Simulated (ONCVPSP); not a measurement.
**gallium (Ga): one change to an ONCV potential, before and after**

ONCVPSP 4.0.1 input, shortened (lines: element, Z, core and valence counts, functional; n l f; lmax; l rc ep ncon nbas qcut; lloc lpopt rc5 dvloc0; l nproj debl; icmod fcfact rcfact), PBEsol, scalar-relativistic:

```
  Ga 31.00    5    3  -116133      upf
    1    0    2.00
    2    0    2.00
    2    1    6.00
    3    0    2.00
    3    1    6.00
    3    2   10.00
    4    0    1.00
    4    1    2.00
    2
    0    1.75    0.00    4    7    4.10
    1    2.05    0.00    4    7    3.80
    2    0.85    0.00    5    9   22.20
    2    5    0.85    0.00
    0    2    1.40
    1    2    1.00
    2    0    0.60
    3    3.50    1.70
```

All-electron outer shells of the reference configuration (PBEsol, scalar-relativistic, ld1.x):

| shell | level (eV) | outermost node (bohr) | outermost maximum (bohr) |
| --- | --- | --- | --- |
| 3s | -149.72 | 0.27 | 0.56 |
| 3p | -100.62 | 0.24 | 0.56 |
| 3d | -21.05 | – | 0.53 |
| 4s | -10.06 | 0.81 | 1.87 |
| 4p | -3.35 | 0.87 | 2.47 |

Change: d: ncon 3, nbas 7.

Cutoffs: the cutoffs (Ha) at which the residual kinetic energy of the hardest occupied pseudo-wave falls to 1 and 0.1 mHa per electron; they do not see the model core or the augmentation charge, which bear on the density cutoff. Errors are all-electron minus pseudo energies relative to the spin-unpolarised reference configuration.

Question: How do hardness, ghosts and transferability respond?

Answer: The potential gets neither clearly harder nor softer (168 Ha and 192 Ha → 157 Ha and 180 Ha); both files keep a bound ghost (p, s); the errors of the 4 common tests hardly move.

| quantity | base | changed |
| --- | --- | --- |
| cutoff, loose | 168 Ha | 157 Ha |
| cutoff, tight | 192 Ha | 180 Ha |
| loose cutoff by channel | s 7.6 Ha, p 5.0 Ha, d 168 Ha | s 7.6 Ha, p 5.0 Ha, d 157 Ha |
| bound ghosts | s, p | s, p |
| GHOST(+) flags under 300 eV | s at 94.8 eV | s at 100.4 eV |
| error for 3d10 4s2 4p1, meV [ΔE -6.55 eV] | -3.6 | -3.6 |
| error for 3d10 4s2 4p0, meV [ΔE -0.87 eV] | -3.8 | -3.8 |
| error for 3d10 4s1 4p0, meV [ΔE 20.27 eV] | -18 | -18 |
| error for 3d9 4s2 4p1, meV [ΔE 21.16 eV] | -376 | -378 |
| s: phases at 1.78 bohr within 0.05 rad from the reference energy up to (Ha; the scan ends near 5) | 3.1 | 3.2 |
| p: phases at 2.08 bohr within 0.05 rad from the reference energy up to (Ha; the scan ends near 5) | 3.2 | 3.2 |
| d: phases at 0.86 bohr within 0.05 rad from the reference energy up to (Ha; the scan ends near 5) | to the end of the scan | to the end of the scan |
| rms error of d²Exc/dni dnj with the model core, mHa | 1.25 | 1.24 |

 A true bound ghost makes a file unfit for plane-wave use even where its test errors are small: the radial tests pick states by their node count and pass the ghost by.
